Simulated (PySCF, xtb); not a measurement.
Si(CF3)(Cl)(H)2 (CH2ClF3Si), SMILES FC(F)(F)[SiH2]Cl.

Harmonic wavenumbers (cm⁻¹) from GFN2-xTB (xtb) at its own minimum, in rising order: 29, 97, 190, 228, 382, 443, 462, 484, 559, 581, 654, 702, 751, 1026, 1029, 1136, 2325, 2340.

Task: What does PBE-D3(BJ)/def2-SVP in PySCF 2.14.0 give at its own minimum? (The exact figures need the calculation; the answer reports its results.)

Result: 57, 101, 202, 244, 398, 478, 510, 559, 584, 679, 720, 829, 904, 1098, 1123, 1187, 2202, 2220. Paired by order, the mean absolute difference is 64 cm⁻¹ and the zero-point energies are 19.2 and 20.1 kcal/mol.
